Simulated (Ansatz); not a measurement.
Name a neutral molecule of Ge, Sb and H with LUMO energy (ωB97M-V/def2-TZVPP) between 0.85 and 1.15 eV and LUMO energy (PBE/def2-TZVPP) between -1.60 and -1.30 eV (Ansatz, PBE0-D4/def2-TZVP geometry).

`[GeH3][SbH2]` (0.98 eV, -1.37 eV). Other molecules can fit too; these were computed, each in one conformer that needn't be the lowest.
